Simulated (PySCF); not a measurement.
B(H)(Me)(vinyl) (C3H7B), SMILES C=CBC.

Geometry optimised at PBE-D3(BJ)/def2-SVP. This is a generated structure with no PubChem entry under its InChIKey; it may be hypothetical. Other conformers were not sampled.

The numbers are results of PySCF with PBE-D3(BJ)/def2-SVP, not measurements.

Harmonic, unscaled wavenumbers; measured fundamentals usually lie a few per cent lower.

| mode | ν (cm⁻¹) | IR (km/mol) | moving atoms (share of kinetic energy) |
|---|---|---|---|
| 1 | 52 | 1.4 | H 55 %, C 31 %, B 14 % |
| 2 | 106 | 3.1 | H 94 % |
| 3 | 238 | 0.1 | C 62 %, H 33 % |
| 4 | 460 | 0.6 | H 84 %, C 16 % |
| 5 | 480 | 0.0 | H 41 %, C 36 %, B 23 % |
| 6 | 635 | 0.0 | H 89 %, C 11 % |
| 7 | 731 | 0.1 | H 51 %, C 43 % |
| 8 | 884 | 15.2 | H 59 %, B 26 %, C 15 % |
| 9 | 918 | 37.7 | H 49 %, B 38 %, C 13 % |
| 10 | 965 | 12.0 | H 68 %, C 20 %, B 13 % |
| 11 | 979 | 27.1 | H 73 %, C 27 % |
| 12 | 1024 | 13.7 | H 88 %, C 11 % |
| 13 | 1029 | 8.7 | H 66 %, C 21 %, B 13 % |
| 14 | 1194 | 33.0 | H 68 %, B 26 % |
| 15 | 1259 | 6.9 | H 74 %, C 25 % |
| 16 | 1275 | 127.9 | H 54 %, C 26 %, B 20 % |
| 17 | 1375 | 2.3 | H 95 % |
| 18 | 1381 | 44.2 | H 83 %, C 17 % |
| 19 | 1388 | 16.4 | H 81 %, C 10 %, B 9 % |
| 20 | 1619 | 44.2 | C 84 %, H 15 % |
| 21 | 2502 | 177.1 | H 91 %, B 9 % |
| 22 | 2953 | 0.8 | H 97 % |
| 23 | 3020 | 3.2 | H 91 %, C 9 % |
| 24 | 3048 | 17.5 | H 95 % |
| 25 | 3063 | 21.7 | H 91 %, C 9 % |
| 26 | 3065 | 9.3 | H 92 %, C 8 % |
| 27 | 3141 | 12.5 | H 89 %, C 11 % |
